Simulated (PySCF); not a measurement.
**Correlation energy of Os²⁺ (osmium, charge +2)**

[Xe] 4f14 5d5 6p1, high-spin 7P determinant (an excited configuration). Computed with PySCF 2.14 in aug-cc-pVTZ-PP with ECP60MDF, with scalar relativity through the core potential. Frozen: 5s2 5p6; 6 electrons correlated.

```json
{"level": "CCSD", "correlation energy (mhartree)": "-77.24"}
{"level": "(T)", "correlation energy (mhartree)": "-1.21"}
{"level": "CCSD(T)", "correlation energy (mhartree)": "-78.45"}
```

Diagnostics: T1 = 0.0063, D1 = 0.0172, largest double amplitude 0.028.

Spin-orbit coupling, absent here, splits the open shell strongly.

Cost of the coupled-cluster step: of the order of 13 core-seconds, for 6 correlated electrons.

Iterations:

```
CC2 = 0
CCSD nocc = (np.int64(6), np.int64(0)), nmo = (84, 84)
frozen orbitals [[0, 1, 2, 3], [0, 1, 2, 3]]
max_cycle = 100
direct = 0
conv_tol = 1e-08
conv_tol_normt = 1e-06
diis_space = 8
diis_start_cycle = 0
Init t2, MP2 energy = -0.0708602586746164
Init E_corr(UCCSD) = -0.0708602586769547
cycle = 1  E_corr(UCCSD) = -0.0762768609692848  dE = -0.00541660229  norm(t1,t2) = 0.0201941
cycle = 2  E_corr(UCCSD) = -0.0769289070924802  dE = -0.000652046123  norm(t1,t2) = 0.00799231
cycle = 3  E_corr(UCCSD) = -0.0772273356789746  dE = -0.000298428586  norm(t1,t2) = 0.00477933
cycle = 4  E_corr(UCCSD) = -0.0772086522921989  dE = 1.86833868e-05  norm(t1,t2) = 0.00223795
cycle = 5  E_corr(UCCSD) = -0.077241814370856  dE = -3.31620787e-05  norm(t1,t2) = 0.000537997
cycle = 6  E_corr(UCCSD) = -0.0772409044086449  dE = 9.09962211e-07  norm(t1,t2) = 7.66629e-05
cycle = 7  E_corr(UCCSD) = -0.0772410869473665  dE = -1.82538722e-07  norm(t1,t2) = 2.93779e-05
cycle = 8  E_corr(UCCSD) = -0.0772410236297565  dE = 6.331761e-08  norm(t1,t2) = 1.31224e-05
cycle = 9  E_corr(UCCSD) = -0.0772411062758113  dE = -8.26460548e-08  norm(t1,t2) = 2.54384e-06
cycle = 10  E_corr(UCCSD) = -0.0772410956481148  dE = 1.06276965e-08  norm(t1,t2) = 2.83981e-07
cycle = 11  E_corr(UCCSD) = -0.0772410952725556  dE = 3.75559223e-10  norm(t1,t2) = 5.60269e-08
UCCSD converged
E(UCCSD) = -89.07045808061183  E_corr = -0.07724109527255558
UCCSD(T) correction = -0.00121110093165874
```
